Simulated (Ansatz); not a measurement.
## Energy profile

The step: SiNH₄Cl ([NH2][SiH2][Cl]) + H₂ → SiNH₅ ([NH2][SiH3]) + HCl; bonds formed: Si1–H7, Cl2–H6; bonds broken: Si1–Cl2, H6–H7 (atoms numbered as in the saddle structure below).

Si1  (-0.375, -0.201, -0.121)
Cl2  (0.242, -2.151, -1.602)
H3  (-0.962, 0.325, -1.358)
H4  (-0.811, -1.260, 0.795)
N5  (-0.324, 1.178, 0.888)
H6  (1.182, -0.913, -0.751)
H7  (1.361, -0.216, -0.247)
H8  (-0.106, 1.126, 1.870)
H9  (-0.206, 2.111, 0.526)
(Å)

Electronic energies by CCSD(T) at an estimated basis limit (MP2 extrapolated from triple and quadruple zeta, plus CCSD(T) − MP2 in triple zeta), on PBE0-D4/def2-TZVP structures; SiNH$_{6}$Cl, singlet; no counterpoise correction. Program: Ansatz 0.2.0. Basis: def2-TZVPP and def2-QZVPP. Cores are frozen in the correlated methods. Extrapolation: Hartree–Fock as exp(−7.88 √X), correlation as X^−2.97.

(1) Give the profile in kcal/mol, counted from the separated reactants. (Judge from chemistry; the value comes from the calculation.)

The T1 diagnostic stays at or below 0.012.

Results:

(1) The calculation gives:
```csv
point,kcal/mol
"separated: SiNH$_{4}$Cl (linked as [NH2][SiH2][Cl]; Si1, Cl2, H3, H4, N5, H8, H9; singlet) + H$_{2}$ (H6, H7; singlet)",0.00
start structure,-0.54
saddle,52.36
end structure,21.44
"separated: SiNH$_{5}$ (linked as [NH2][SiH3]; Si1, H3, H4, N5, H7, H8, H9; singlet) + HCl (Cl2, H6; singlet)",22.88
```

For scale, one of the runs: CCSD(T)/def2-TZVPP, 199 basis functions, launched by `ansatz run in.yaml --threads 2 --pin off --events-out ev --progress --plain --max-ram 4352MiB`. Hardware: 2 CPU threads of an Arm Neoverse V1, shared host. Wall time 53 s; peak host memory 2.2 GiB.
